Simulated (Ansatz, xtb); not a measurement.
## Two isomers of C6H6S2

We compare I, `Sc1cccc(S)c1`, a singlet, with II, `Sc1ccccc1S`, a singlet. Both are isolated molecules in the gas phase, relaxed with PBE-D3(BJ)/def2-SVP; the shapes shown needn't be the lowest conformers.

I (Å):

```xyz
14

C    -1.8686    1.1049    0.5103
C    -1.0562    2.0556   -0.1435
C     0.3247    1.8366   -0.2305
C     0.9153    0.6916    0.3196
C     0.1043   -0.2599    0.9740
C    -1.2857   -0.0504    1.0674
S    -3.6126    1.4337    0.5913
S     0.9060   -1.6929    1.6520
H    -3.9533    0.3000    1.2633
H    -1.5055    2.9596   -0.5805
H     0.9578    2.5784   -0.7408
H     2.0012    0.5337    0.2437
H    -0.2156   -2.2717    2.1619
H    -1.9190   -0.7924    1.5777
```

II (Å):

```xyz
14

C    -1.4640    0.0612    0.5533
C    -1.4686    1.0915   -0.4090
C    -0.3751    1.9581   -0.5340
C     0.7393    1.8112    0.3069
C     0.7443    0.8069    1.2833
C    -0.3467   -0.0737    1.4196
S    -2.7964   -1.1051    0.7190
S    -0.2481   -1.3689    2.6375
H    -3.6597   -0.4274   -0.0892
H    -2.3340    1.2023   -1.0803
H    -0.3967    2.7501   -1.2974
H     1.6008    2.4889    0.2148
H     1.5975    0.7012    1.9702
H    -1.5741   -1.3397    2.9722
```

Q: Which of the two would you expect CCSD(T)/def2-SVP + ΔMP2/def2-TZVPP electronic energies to favour?

A: Too close to call at this level: CCSD(T)/def2-SVP + ΔMP2/def2-TZVPP gives E(II) − E(I) = −1.77 kJ/mol.

Level by level:

```csv
level,geometry,E(II) − E(I) (kJ/mol),departure from the last row (kJ/mol),"job, with rough time for the two"
GFN2-xTB,GFN2-xTB,+3.47,+5.23,"optimisation, 0.29 s"
HF/STO-3G,GFN2-xTB,+10.56,+12.33,"single point, 0.44 s"
r2SCAN-D4/def2-SVP,GFN2-xTB,+1.64,+3.41,"single point, 4.2 s"
PBE-D3(BJ)/def2-SVP,PBE-D3(BJ)/def2-SVP,−4.18,−2.41,"optimisation, 26 s"
HF/def2-SVP,PBE-D3(BJ)/def2-SVP,+5.55,+7.32,part of the CCSD(T) run
MP2/def2-SVP,PBE-D3(BJ)/def2-SVP,−4.15,−2.38,part of the CCSD(T) run
CCSD(T)/def2-SVP,PBE-D3(BJ)/def2-SVP,−1.86,−0.09,single point
CCSD(T)/def2-SVP + ΔMP2/def2-TZVPP,PBE-D3(BJ)/def2-SVP,−1.77,,"single point, 84 s"
```

As drawn, both hold the same kinds of bond in the same numbers.

The largest departure from CCSD(T)/def2-SVP + ΔMP2/def2-TZVPP is that of HF/STO-3G, 12.33 kJ/mol. The last row adds to CCSD(T) the change of the MP2 difference between the two basis sets, here +0.09 kJ/mol.

With thermal terms from frequencies at re-optimised GFN2-xTB minima (ideal gas, soft modes damped towards free rotors, one conformer each, 298.15 K, 1 atm): the zero-point term adds −0.06 kJ/mol; ΔH is −1.52 and ΔG −4.12 kJ/mol.

The correlated steps freeze 16 core orbitals. Programs: Ansatz 0.2.0, xtb 6.7.1; the last row on 4 threads of Arm Neoverse V1 on a shared host.
